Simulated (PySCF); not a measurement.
**The electron affinity along the 5p block**

All values are computed (PySCF 2.14, energy differences of UHF-based or UKS calculations, no spin-orbit coupling). Values in eV. The last column holds reference values (measured affinities from photodetachment; the arrow runs from anion to atom). Unmarked ones compare directly (S terms, centres of terms, or small fine structure); those marked * lie between the lowest fine-structure levels and include a spin-orbit shift.

```tsv
element	configurations	LDA	PBE	r2SCAN	SCS-MP2 (valence)	CCSD (valence)	CCSD(T) (valence)	reference
In (aug-cc-pVTZ-PP with one added diffuse shell each of d, f type with ECP28MDF, ECP)	[Kr] 4d10 5s2 5p2 → [Kr] 4d10 5s2 5p1	0.636	0.531	0.561	0.272	0.383	0.420	0.384 *
Sb (aug-cc-pVTZ-PP with one added diffuse shell each of d, f type with ECP28MDF, ECP)	[Kr] 4d10 5s2 5p4 → [Kr] 4d10 5s2 5p3	1.166	0.945	0.903	0.654	0.706	0.759	1.047 *
Te (aug-cc-pVTZ-PP with one added diffuse shell each of d, f type with ECP28MDF, ECP)	[Kr] 4d10 5s2 5p5 → [Kr] 4d10 5s2 5p4	2.306	2.060	2.025	1.851	1.851	1.915	1.971 *
I (aug-cc-pVTZ-PP with one added diffuse shell each of d, f type with ECP28MDF, ECP)	[Xe] → [Kr] 4d10 5s2 5p5	3.499	3.240	3.257	3.132	3.084	3.153	3.059 *
```

**Question.** Fill in the row of Sn (aug-cc-pVTZ-PP with one added diffuse shell each of d, f type with ECP28MDF, ECP) ([Kr] 4d10 5s2 5p3 → [Kr] 4d10 5s2 5p2).

**Answer.** LDA 1.545; PBE 1.412; r2SCAN 1.508; SCS-MP2 (valence) 1.223; CCSD (valence) 1.348; CCSD(T) (valence) 1.391; reference 1.112 * (eV).

The highest occupied level of the anion is positive for In⁻ at LDA, PBE, r2SCAN; Sn⁻ at LDA, PBE, r2SCAN; Sb⁻ at LDA, PBE, r2SCAN; Te⁻ at LDA, PBE, r2SCAN, so there the basis helps to hold the electron.

"Valence" correlates the outer s and p shells and, in groups 3 to 12 and the f block, the outer d or f shell, open or full, or the next shell where the ion has no valence electron left; the wider scheme adds the next inner shell.
